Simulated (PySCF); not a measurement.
Two species compared at the same levels of theory.

First species: C6H8O2.
Atom-mapped SMILES: `[CH2:1]=[CH:2]/[CH:3]=[CH:4]\[O:5][C:6]([CH3:7])=[O:8]` (hydrogens: H9, H10 on C1; H11 on C2; H12 on C3; H13 on C4; H14, H15, H16 on C7)

Second species: C6H7O3PS.
SMILES with atom numbers: `[CH3:1][O:2][C:3](=[O:4])[c:5]1[o:6][cH:7][c:8]([S:9][CH3:10])[p:11]1` (hydrogens: H12, H13, H14 on C1; H15 on C7; H16, H17, H18 on C10)

Cartesian coordinates in Å at the GFN2-xTB level; atoms count from 1:
```xyz
18
C6H7O3PS angstrom
C     -3.6414    0.9946   -0.4871
O     -2.2717    0.6265   -0.4410
C     -2.0170   -0.6670   -0.1507
O     -2.8635   -1.4962    0.0562
C     -0.5702   -0.8484   -0.1347
O     -0.0329   -2.0352    0.1804
C      1.2907   -1.9827    0.1476
C      1.8296   -0.7700   -0.1925
S      3.5575   -0.5085   -0.2876
C      3.5659    1.2233   -0.8281
P      0.5399    0.4238   -0.4996
H     -4.1236    0.7769    0.4684
H     -4.1563    0.4428   -1.2763
H     -3.6616    2.0616   -0.6914
H      1.8144   -2.8897    0.3907
H      4.6053    1.5102   -0.9490
H      3.0389    1.3048   -1.7754
H      3.0872    1.8396   -0.0710
```

Levels: PBE0/pcSseg-1 for dipole moment, HOMO energy, LUMO energy and HOMO–LUMO gap; GFN2-xTB for rotational constant A and rotational constant C. Geometries: GFN2-xTB. Each species is one conformer at its optimised geometry, gas phase, non-relativistic unless stated; the electronic structure was computed with PySCF and density fitting.

Dipoles, sizes and rotational constants follow the conformer. The torsions of the flexible species, by atom-mapped SMILES:
- `[CH2:1]=[CH:2]/[CH:3]=[CH:4]\[O:5][C:6]([CH3:7])=[O:8]`: C1–C2–C3–C4 180°, C3–C4–O5–C6 180°, C4–O5–C6–C7 180°
- `[CH3:1][O:2][C:3](=[O:4])[c:5]1[o:6][cH:7][c:8]([S:9][CH3:10])[p:11]1`: C1–O2–C3–O4 0°, O2–C3–C5–O6 177°, C7–C8–S9–C10 178°

(1) Which of the two has the higher HOMO–LUMO gap, and by how much?

(2) Which of the two has the higher dipole moment, and by how much?

(3) Which of the two has the higher rotational constant A, and by how much?

(4) Which of the two has the higher LUMO energy, and by how much?

(5) Which of the two has the higher rotational constant C, and by how much?

(6) Which has the higher HOMO energy?

Answers

(1) The first: 5.61 eV against 4.29 eV, a difference of 1.32 eV.

(2) The second: 2.82 D against 1.81 D, a difference of 1.01 D.

(3) The first: 5.980 GHz against 2.158 GHz, a difference of 3.822 GHz.

(4) The first: -1.00 eV against -2.13 eV, a difference of 1.13 eV.

(5) The first: 0.806 GHz against 0.372 GHz, a difference of 0.434 GHz.

(6) The second: -6.42 eV against -6.61 eV, a difference of 0.19 eV.

On the first: In atomic units the dipole is 0.71 e·bohr (1 au = 2.5417 D).

On the second: The dipole equals about 9.4 × 10⁻³⁰ C·m (1 D = 3.33564 × 10⁻³⁰ C·m).
